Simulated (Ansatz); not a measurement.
Molecule: 2-methoxyethylsilane, C$_{3}$H$_{10}$OSi, charge 0, multiplicity 1. 
Geometry from a B3LYP-D3(BJ)/def2-TZVP (Ansatz, a quantum-chemistry and plane-wave program) optimisation:
```xyz
15

C      2.7948    -0.0754     0.8548
O      1.5720    -0.7167     0.5679
C      0.5650     0.1863     0.1468
C     -0.7077    -0.5864    -0.1382
Si    -2.1448     0.4857    -0.7112
H      3.1952     0.4402    -0.0281
H      2.6837     0.6587     1.6637
H      3.5002    -0.8438     1.1673
H      0.9029     0.7232    -0.7519
H      0.3946     0.9404     0.9293
H     -1.0111    -1.1267     0.7631
H     -0.5073    -1.3419    -0.9034
H     -2.4873     1.4960     0.3199
H     -1.7969     1.2011    -1.9637
H     -3.3357    -0.3598    -0.9621
```
Charge 0, spin multiplicity 1.

Total electronic energies in hartree. Valence correlation only, unless marked. No spin-orbit coupling. No relativistic terms. CBS marks a two-point X^-3 extrapolation of the correlation energy; Hartree-Fock from the larger set.

```csv
level,program,energy (Eh)
CAM-B3LYP-D4/def2-TZVPD,Ansatz + dftd4,-485.03685
MP2/cc-pwCVTZ,Ansatz,-484.19761
MP2/cc-pV(Q+d)Z,Ansatz,-484.26193
"MP2/CBS(cc-pV(T+d)Z,cc-pV(Q+d)Z)",Ansatz,-484.3064
RI-MP2/cc-pV(T+d)Z,Ansatz,-484.18327
SCS-MP2/STO-3G,Ansatz,-477.75011
CCSD/aug-cc-pV(T+d)Z,Ansatz,-484.25970
CCSD(T)/6-31G,Ansatz,-483.56251
"CCSD(T)/CBS(cc-pV(T+d)Z,cc-pV(Q+d)Z)",Ansatz,-484.3888
```

Totals of different functionals don't rank their quality; only differences between species are comparable.
